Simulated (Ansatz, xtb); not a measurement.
## Two isomers of C4H8N2O

Structure I is `[H]/N=C/CCC(N)=O`, a singlet and structure II is `[H]/N=C\CN(C)C=O`, a singlet. Both are isolated molecules in the gas phase, relaxed with PBE-D3(BJ)/def2-SVP; the shapes shown needn't be the lowest conformers.

I (Å):

```yaml
atoms:
  - { symbol: C, position_ang: [-1.8026, -0.1539, 1.0294] }
  - { symbol: C, position_ang: [-0.8266, 0.8750, 0.5245] }
  - { symbol: C, position_ang: [0.5158, 0.2673, 0.0972] }
  - { symbol: C, position_ang: [0.4032, -0.5980, -1.1641] }
  - { symbol: N, position_ang: [-2.2181, -0.1371, 2.2418] }
  - { symbol: N, position_ang: [1.5214, -1.3316, -1.4575] }
  - { symbol: O, position_ang: [-0.6032, -0.6219, -1.8685] }
  - { symbol: H, position_ang: [-2.8773, -0.9224, 2.3913] }
  - { symbol: H, position_ang: [-2.1129, -0.9115, 0.2700] }
  - { symbol: H, position_ang: [-0.6731, 1.6253, 1.3247] }
  - { symbol: H, position_ang: [-1.2716, 1.3753, -0.3622] }
  - { symbol: H, position_ang: [0.9601, -0.3279, 0.9246] }
  - { symbol: H, position_ang: [1.2429, 1.0808, -0.1184] }
  - { symbol: H, position_ang: [2.3594, -1.3098, -0.8794] }
  - { symbol: H, position_ang: [1.5180, -1.9008, -2.3042] }
```

II (Å):

```xyz
15

C     1.4918   -0.9178    0.1864
C     1.8185    0.9939   -1.3513
C     0.9013    1.4077    0.8687
C    -0.6020    1.3407    1.0887
N     1.3826    0.4899   -0.1440
N    -1.4751    0.7868    0.3399
O     1.8190    2.1753   -1.6599
H     0.5145   -1.3356    0.5076
H     1.8336   -1.4772   -0.7067
H     2.2252   -1.0872    1.0059
H     2.1811    0.1725   -2.0331
H     1.1643    2.4334    0.5248
H     1.4287    1.2356    1.8344
H    -0.9560    1.8570    2.0098
H    -0.9942    0.3635   -0.4808
```

Task: Estimate which is lower in electronic energy at CCSD(T)/def2-SVP + ΔMP2/def2-TZVPP, and by roughly how much.

Result: The CCSD(T)/def2-SVP + ΔMP2/def2-TZVPP calculation puts structure I lower, by 14.2 kcal/mol.

The same difference at several levels:

```csv
level,geometry,E(II) − E(I) (kcal/mol),departure from the last row (kcal/mol),"job, with rough time for the two"
GFN2-xTB,GFN2-xTB,−1.2,−15.5,"optimisation, 0.28 s"
HF/STO-3G,GFN2-xTB,+5.4,−8.9,"single point, 0.36 s"
r2SCAN-D4/def2-SVP,GFN2-xTB,+13.0,−1.3,"single point, 3.5 s"
PBE-D3(BJ)/def2-SVP,PBE-D3(BJ)/def2-SVP,+11.2,−3.1,"optimisation, 35 s"
HF/def2-SVP,PBE-D3(BJ)/def2-SVP,+15.7,+1.4,part of the CCSD(T) run
MP2/def2-SVP,PBE-D3(BJ)/def2-SVP,+13.8,−0.4,part of the CCSD(T) run
CCSD(T)/def2-SVP,PBE-D3(BJ)/def2-SVP,+12.9,−1.3,single point
CCSD(T)/def2-SVP + ΔMP2/def2-TZVPP,PBE-D3(BJ)/def2-SVP,+14.2,,"single point, 72 s"
```

As drawn, II has 2 C–N, 2 C–H in place of 2 N–H, 2 C–C.

GFN2-xTB puts the two in the other order. The largest departure from CCSD(T)/def2-SVP + ΔMP2/def2-TZVPP is that of GFN2-xTB, 15.5 kcal/mol. The last row adds to CCSD(T) the change of the MP2 difference between the two basis sets, here +1.3 kcal/mol.

With thermal terms from frequencies at re-optimised GFN2-xTB minima (ideal gas, soft modes damped towards free rotors, one conformer each, 298.15 K, 1 atm): the zero-point term adds −0.2 kcal/mol; ΔH is +14.0 and ΔG +14.3 kcal/mol.

The correlated steps freeze 7 core orbitals. Run with Ansatz 0.2.0, xtb 6.7.1; the last row on 4 threads of Arm Neoverse V1 on a shared host.
